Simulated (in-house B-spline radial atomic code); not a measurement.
# RPA and G0W0 on BLYP: In III (In2+)

Configuration [Kr] 4d10 5s1, highest spin, mean-field start BLYP. Computed with a B-spline radial code for spherical atoms: all electrons, non-relativistic, point nucleus, each spin shell either full or empty, empty states to l = 9 with an (l + 1/2)⁻⁴ tail; G0W0 by contour deformation at full frequency.

Without relativity these are model numbers: it shifts the levels of so heavy an element strongly and can reorder them.

Command:
```bash
python run_gw.py task.json out
```
Settings (radii: box in bohr, nucleus in fm):
```
Z                        49
electrons                47
configuration            [Kr] 4d10 5s1
hamiltonian              nr
method                   b88,lyp
lmax                     9
spin_polarised           True
box_radius               17.55
intervals                54
ion_configuration        [Kr] 4d10
```

Run time, properties included: 8.4 s on 1 thread of Arm Neoverse N1, with other jobs on the host.

Energies (hartree):

```csv
term,value
mean-field total,-5741.79564
Hartree-Fock functional on these orbitals,-5739.34211
direct second order,-4.1757
second-order exchange,1.1551
SOSEX correction,1.0667
```

(1) What is the RPA correlation energy, and what remains with SOSEX?

Quasi-particle levels (eV):

```
  level  occupied  mean field  Σx - vxc     Σc  QP weight     G0W0
  5s up       yes     -23.175     -2.69      ?          ?        ?
4d down       yes      -37.07     -9.27   1.24      0.870   -45.09
5s down        no     -22.404      6.67  -2.74      0.915  -18.478
```

G0W0 = mean field + (Σx - vxc) + Σc, with Σc (partial-wave tail included) taken at the quasi-particle energy. Only the outer levels were computed. Levels of low weight are left out.

(2) Where does G0W0 put 5s up?

(3) What does it cost to remove one electron (to [Kr] 4d10) by differences of total energies, each species on its own start (correlation terms add to the Hartree-Fock functional)?

Results:

(1) RPA gives -3.6367 hartree (-2.11 eV per electron); RPA + SOSEX gives -2.57, and the second-order doubles -3.0206 hartree (no singles). RPA lacks exchange-type terms and so overcorrelates at short range.

(2) At -27.650 eV, with Σc = -1.78 eV and a quasi-particle weight of 0.948. The tabulated removal energy is 28.044 eV (NIST, measured); the calculation leaves out relativity, Breit and QED terms, and what these don't explain is the method's own error.

(3) BLYP 27.563 eV, Hartree-Fock functional 25.485 eV, + RPA 27.482 eV, + RPA + SOSEX 26.743 eV, + second order 27.795 eV. Tabulated: 28.044 eV (NIST, measured); the calculation leaves out relativity, Breit and QED terms, and what these don't explain is the method's own error.
